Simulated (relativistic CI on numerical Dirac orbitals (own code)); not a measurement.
## Electric-dipole lines of Pr⁴⁷⁺

Calculated at this level of theory: Dirac-Coulomb-Breit CI, orbitals from a KLI potential per configuration, model QED (radiative potential, 1s self-energy scaled to tabulated hydrogen-like ionisation energies), unscaled Slater integrals (own radial code, finite nucleus).

CI space (outside the closed core [Ne]): 3s², 3s3p, 3p², 3s3d, 3d², 3p3d, 3p4s, 3d4s, 3s4s, 3s4p, 3s4d, 3s4f, 3s5s, 3s5p, 3s5d, 3s5f, 4s², 3s5g, 3s6s, 3s6p, 3s6d. Levels of other configurations are missing.

```csv
λ vac (nm),Lower,Upper,A (s⁻¹),log gf,S velocity/length
0.47038,3s3p ³P°1 [3],3s5d ³D2 [65],1.72e+13,-0.55,0.96
0.49104,3s3p ³P°2 [4],3s5d ³D3 [66],2.13e+13,-0.27,0.96
0.49664,3s3p ¹P°1 [6],3s5d ¹D2 [67],1.93e+13,-0.45,0.96
0.52098,3s3d ³D1 [9],3s5f ³F°2 [68],2.49e+13,-0.30,0.97
0.52227,3s3d ³D2 [10],3s5f ³F°3 [69],2.51e+13,-0.14,0.97
0.52674,3s3d ³D3 [11],3s5f ³F°4 [70],2.89e+13,0.03,0.97
0.52923,3s3d ¹D2 [12],3s5f ¹F°3 [71],2.49e+13,-0.14,0.97
0.63734,3s² ¹S0 [1],3s4p ¹P°1 [40],1.54e+13,-0.55,0.99
0.64961,3s3p ³P°0 [2],3s4d ³D1 [44],2.14e+13,-0.39,0.97
0.65299,3s3p ³P°1 [3],3s4d ³D2 [45],3.05e+13,-0.01,0.97
0.65318,3s² ¹S0 [1],3s4p ³P°1 [39],1.21e+13,-0.64,0.99
0.69133,3s3p ³P°2 [4],3s4d ³D3 [46],3.99e+13,0.30,0.97
0.70218,3s3p ¹P°1 [6],3s4d ¹D2 [47],3.56e+13,0.12,0.98
0.72433,3p² ¹D2 [7],3s4f ¹F°3 [51],7.93e+12,-0.36,0.97
0.74436,3s3d ³D1 [9],3s4f ³F°2 [48],6.97e+13,0.46,0.98
0.74663,3s3d ³D2 [10],3s4f ³F°3 [49],6.95e+13,0.61,0.98
0.74726,3s3d ³D2 [10],3s4f ³F°2 [48],1.07e+13,-0.35,0.98
0.75504,3s3d ³D3 [11],3s4f ³F°4 [50],8.16e+13,0.80,0.98
0.75674,3s3d ³D3 [11],3s4f ³F°3 [49],8.35e+12,-0.30,0.98
0.75810,3s3d ¹D2 [12],3s4f ¹F°3 [51],6.71e+13,0.61,0.97
0.76555,3s3p ³P°2 [4],3s4s ³S1 [36],1.24e+13,-0.49,0.96
1.5460,3s4p ³P°2 [41],3s5d ³D3 [66],7.23e+12,0.26,1.00
1.6297,3s4d ³D1 [44],3s5f ³F°2 [68],1.16e+13,0.36,1.00
1.6303,3s4d ³D2 [45],3s5f ³F°3 [69],1.21e+13,0.53,1.00
1.6504,3s4d ¹D2 [47],3s5f ¹F°3 [71],1.28e+13,0.56,1.00
1.6507,3s4d ³D3 [46],3s5f ³F°4 [70],1.38e+13,0.70,1.00
1.7170,3s4f ³F°2 [48],3s5g ³G3 [72],2.13e+13,0.82,1.00
1.7198,3s4f ³F°3 [49],3s5g ³G4 [73],2.12e+13,0.93,1.00
1.7257,3s4f ³F°4 [50],3s5g ³G5 [74],2.31e+13,1.05,1.00
1.7389,3s4f ¹F°3 [51],3s5g ¹G4 [75],2.19e+13,0.95,1.00
2.8864,3s5p ³P°2 [62],3s6d ³D3 [84],2.06e+12,0.26,1.00
4.3460,3s3p ³P°1 [3],3s3d ³D2 [10],4.48e+11,-0.20,1.03
4.3806,3p² ³P0 [5],3p3d ³D°1 [16],4.36e+11,-0.42,1.03
4.4635,3p² ¹D2 [7],3p3d ³D°2 [19],2.57e+11,-0.42,1.02
4.6796,3s3p ³P°2 [4],3p² ³P2 [13],2.79e+11,-0.34,0.98
4.8461,3s3p ³P°0 [2],3p² ³P1 [8],2.16e+11,-0.64,0.99
4.8580,3s² ¹S0 [1],3s3p ¹P°1 [6],4.79e+11,-0.29,1.01
5.0640,3s3d ³D2 [10],3p3d ³F°3 [21],3.66e+11,-0.01,1.00
5.2628,3s3p ¹P°1 [6],3p² ³P2 [13],3.93e+11,-0.09,1.00
5.2944,3s3d ³D3 [11],3p3d ³F°4 [23],2.57e+11,-0.01,0.99
5.3564,3s3d ¹D2 [12],3p3d ³P°2 [24],2.55e+11,-0.26,0.93
6.5015,3s3p ³P°2 [4],3s3d ³D3 [11],1.13e+11,-0.30,1.06
6.6531,3p² ³P2 [13],3p3d ¹F°3 [25],2.36e+11,0.04,1.07
6.8136,3p3d ³F°3 [21],3d² ¹G4 [31],1.23e+11,-0.11,1.20
7.4146,3p3d ¹F°3 [25],3d² ³F4 [33],1.34e+11,0.00,1.24
```

Terms are leading LS components. Brackets give the number of a level in order of energy, since labels repeat. The list gives strong lines, with weight on those to low levels. Levels whose partners in the same complex of configurations lie outside the list can be far off, and so can their lines. Rates are taken at the computed energies, electric ones in the length gauge. A velocity-to-length ratio far from 1 marks an uncertain rate.

At this charge energies of transitions that change n are usually good to better than 1 %, and those within a shell (Δn = 0) to a few per cent.

Q: From the table, what is the radiative lifetime of 3s5d ³D3?

A: The listed rates from this level add up to about 2.85e+13 s⁻¹, 98 % of its decay; with all channels τ = 3.45e-14 s.

LS names give the leading component of a level, which can be under half, so a name can repeat, a term be missing and a line seem to break the LS rules.
